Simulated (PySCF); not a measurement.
**Assignment exercise: C$_{6}$H$_{4}$FN**

Geometry:
```csv
atom,x (Å),y (Å),z (Å)
N1,3.491,-0.135,0.286
C2,2.349,-0.098,0.196
C3,0.948,-0.051,0.083
C4,0.072,-1.055,0.310
C5,-1.315,-0.574,0.068
C6,-1.127,0.852,-0.328
C7,0.182,1.127,-0.312
F8,0.757,2.294,-0.607
H9,0.313,-2.056,0.616
H10,-1.936,-0.672,0.962
H11,-1.807,-1.153,-0.717
H12,-1.926,1.521,-0.582
```

[PySCF 2.14.0 with density-fitted response routines: GFN2-xTB geometry; PBE0/pcSseg-1 with gauge-including orbitals; no solvent model; fast rotation and ring inversion assumed for equivalent nuclei; one conformer; relativity neglected]

Scale: TMS for ¹³C (σ = 186.93 ppm) and ¹H (σ = 31.72 ppm) (reference shieldings calculated alike).

Problem. Assign these signals to the numbered atoms. ¹³C{¹H} NMR (computed): δ 171.2 (C), 158.4 (CH), 120.8 (C), 117.4 (C), 114.9 (CH), 40.1 (CH2).

Solution. 
```tsv
δ (ppm)	atoms	environment	reason
171.2	C7	fully substituted alkene carbon	–
158.4	C4	alkene CH	an sp2 carbon of a C=C bond
120.8	C3	fully substituted alkene carbon	an sp2 carbon of a C=C bond
117.4	C2	nitrile carbon	typical of a nitrile
114.9	C6	alkene CH	as expected for a trigonal carbon in a double bond
40.1	C5	allylic sp3 CH2	a saturated carbon with 2 carbon neighbours and no heteroatom attached
```

Problem. Assign these signals to the numbered atoms. ¹H NMR (400 MHz, computed): δ 7.34 (m, 1H), 5.95 (m, 1H), 3.25 (m, 2H).

Solution. 
7.34 → H9, hydrogen on an alkene CH: attached to an sp2 carbon and in the plane of the double bond
5.95 → H12, hydrogen on an alkene CH
3.25 → H10/H11, hydrogen on an allylic sp3 CH2

Splittings by ¹⁹F in the carbon and heteronuclear signals aren't shown, as no couplings were computed. Shifts are as computed. Against solution values, carbons near 30 ppm lie about +3 ppm off and those near 130 ppm about +5 ppm. Of 1211 compounds with measured shifts, 218 miss one by over three times the rms of a fit or turn the order of signals round; such compounds aren't used in these exercises. No couplings were computed; multiplicities are counted from neighbouring protons, with m where these are inequivalent, close in shift, in a saturated or five-membered ring or joined by F or P, and br s for small geminal =CH2 splittings.
